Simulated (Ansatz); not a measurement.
Cartesian coordinates in Å:
```
Si -1.2879 -0.9010 -1.2727
Te 1.0338 -0.0398 -1.3611
Si 0.8243 0.9542 0.9204
H -1.5356 -1.6028 0.0215
H -1.4421 -1.8640 -2.4000
H -0.1951 2.0323 0.9318
H 2.1558 1.5144 1.2586
H 0.4469 -0.0934 1.9014
```

The species carries charge 0 and has multiplicity 2. Te takes the def2 core potential.

(1) List the CAM-B3LYP/def2-TZVPP orbital energies in eV (Ansatz). (An estimate is asked.)

Results:

(1) Computed: α occupied: -1801.60, -1801.60, -172.40, -146.15, -146.12, -121.63, -121.58, -121.43, -101.53, -101.50, -101.45, -101.44, -101.43, -101.38, -45.33, -45.30, -45.16, -45.12, -45.10, -19.93, -16.83, -15.88, -11.97, -11.78, -11.55, -10.07, -9.76, -8.52, -6.98. α empty: 0.21, 0.47, 1.16, 1.82, 2.12, 2.47, 3.45, 4.03. β occupied: -1801.60, -1801.51, -172.38, -146.15, -146.01, -121.62, -121.56, -121.41, -101.50, -101.45, -101.44, -101.37, -101.32, -101.26, -45.31, -45.29, -45.14, -45.09, -45.07, -19.79, -16.70, -15.40, -11.89, -11.73, -11.41, -9.91, -9.55, -7.96. β empty: -1.89, 0.27, 0.65, 1.31, 1.95, 2.14, 2.64, 3.65. ⟨S²⟩ = 0.755.
